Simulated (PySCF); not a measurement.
Several compounds and their computed core spectra got separated.

Method: delta-SCF UKS SCAN, pcX-2 on the ionised atom, pcseg-1 elsewhere, spin-free X2C in PySCF 2.14.0. Geometries: PBE0-D3(BJ)/def2-SVP; isolated species, one conformer each.

Line lists (1s up to Mg, 2p3/2 beyond, nothing for Ge; areas count atoms within a level, one atom standing for each set equivalent by bonding):
1. B 1s: 195.64 eV; C 1s: 290.01 (area 1), 290.27 (area 2), 290.27 (area 2), 290.28 (area 2) eV
2. C 1s: 289.83 (area 1), 290.84 (area 1), 292.24 (area 1), 293.14 (area 1) eV; O 1s: 538.72 eV; F 1s: 692.36 eV; Si 2p3/2: 107.87 eV
3. C 1s: 290.44 (area 1), 290.66 (area 1), 290.72 (area 2), 297.13 (area 1) eV; F 1s: 693.51 eV

Structures:
A. `[C@@H](F)(C(O[SiH3])=C)C`
B. `F[C](F)(F)[GeH2][CH]1CCC1`
C. `BC1CCCCCC1`

Q: Match each list to its structure.

A: 
- 1 = C: no other candidate has this set of levels. B 1s: 195.64 three-coordinate boron; C 1s: 290.01 sp3 carbon bound to boron, 290.27 ring CH2 carbon (×2), 290.27 ring CH2 carbon (×2), 290.28 ring CH2 carbon (×2).
- 2 = A: no other candidate has this set of levels. C 1s: 289.83 terminal =CH2 carbon, 290.84 methyl carbon, 292.24 vinylic carbon bearing oxygen, 293.14 sp3 C–F carbon; O 1s: 538.72 silyl ether oxygen; F 1s: 692.36 alkyl fluorine; Si 2p3/2: 107.87 oxygen-bound silicon.
- 3 = B: no other candidate has this set of levels. C 1s: 290.44 sp3 carbon bound to germanium, 290.66 four-membered-ring carbon, 290.72 four-membered-ring carbon (×2), 297.13 CF3 carbon; F 1s: 693.51 fluorine of a CF3 group (×3).

2p3/2 and 2p1/2 are the ΔSCF energy of one spin-free 2p hole plus the eigenvalues of a spin–orbit and ligand-field matrix of the shell. 2 of these hole states are spin-contaminated (⟨S²⟩ up to 0.90, against 0.75; counted from 0.85) and less certain.
